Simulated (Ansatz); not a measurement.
```yaml
crystal:
  periodic: [false, false, false]
  atoms:
    - {symbol: C, position_ang: [-0.315230, -2.252934, 3.503320]}
    - {symbol: C, position_ang: [-0.098807, -0.790289, 1.219655]}
    - {symbol: N, position_ang: [0.072278, 0.368929, -0.590511]}
    - {symbol: Al, position_ang: [0.367773, 2.376691, -3.725631]}
    - {symbol: F, position_ang: [3.467096, 2.399209, -4.112388]}
    - {symbol: F, position_ang: [-0.949285, 5.061427, -2.823496]}
    - {symbol: F, position_ang: [-1.276697, 0.607868, -5.706379]}
    - {symbol: H, position_ang: [-1.169458, -4.079391, 3.071371]}
    - {symbol: H, position_ang: [-1.499097, -1.243331, 4.856632]}
    - {symbol: H, position_ang: [1.558650, -2.544744, 4.312908]}
basis:
  gaussian: {orbitals: ANO-RCC-VTZP, point_charges: [{charge: 1.00, position_ang: [6.481, 0.859, 0.665]}]}
hamiltonian: {xc: {name: BLYP}}
scf: {lower_state_search: off}
output: {forces: true}
```

```sh
$ ansatz run in.yaml --threads 2 --pin off --events-out ev --progress --plain --max-ram 32768MiB --backend cpu
```

Shortened log:

```
Functional definition: BLYP
1830 factors; their error is unknown
mean field evaluation 1: about -18298.8938 eV, gradient 1.4e2 eV
mean field evaluation 2: about -16708.2099 eV, gradient 4.0e2 eV
mean field evaluation 4: about -17275.9282 eV, gradient 2.9e2 eV
mean field evaluation 8: about -18355.0315 eV, gradient 9.7e0 eV
mean field evaluation 16: about -18355.1024 eV, gradient 1.1e1 eV
mean field evaluation 32: about -18355.4485 eV, gradient 4.5e-1 eV
mean field -18355.44950679 eV, -674.5503276040 hartree, gradient 1.9e-6 eV, S^2 0.000000; 0 other end points of the search recorded, 0 dependent functions left out
reference -18355.45026056 eV, -674.5503553047 hartree; 31, 31 occupied and 225, 225 virtual orbitals, 1830 factors
Total energy: -18355.45026056 eV, -674.5503553047 hartree
Relativity: scalar
Atom 0 at    -0.315230    -2.252934     3.503320 Å, force    -0.227892    -1.014608     1.727401 eV/Å
Atom 1 at    -0.098807    -0.790289     1.219655 Å, force     0.404359     2.282431    -3.948573 eV/Å
Atom 2 at     0.072278     0.368929    -0.590511 Å, force    -0.450831    -2.782447     4.709200 eV/Å
Atom 3 at     0.367773     2.376691    -3.725631 Å, force    -0.043514     0.271112    -0.554196 eV/Å
Atom 4 at     3.467096     2.399209    -4.112388 Å, force    -0.973930    -0.065915     0.300979 eV/Å
Atom 5 at    -0.949285     5.061427    -2.823496 Å, force     0.476050    -0.937848    -0.248439 eV/Å
Atom 6 at    -1.276697     0.607868    -5.706379 Å, force     0.561977     0.567842     0.691501 eV/Å
Atom 7 at    -1.169458    -4.079391     3.071371 Å, force     1.118927     2.433572     0.434688 eV/Å
Atom 8 at    -1.499097    -1.243331     4.856632 Å, force     1.549091    -1.247861    -1.852000 eV/Å
Atom 9 at     1.558650    -2.544744     4.312908 Å, force    -2.417489     0.437099    -1.145004 eV/Å
Dipole moment:    -0.694919    -1.762045     2.677363 e Å
Checks for a lower state left out: stability, starts, cluster_reference, orbital_swaps, neighbouring_geometries, increment
```

Q: Something in this input is off. What?

A: The coordinates are in bohr but typed as ångström. Self-consistency was reached. The result belongs to that input, not to the molecule as meant.
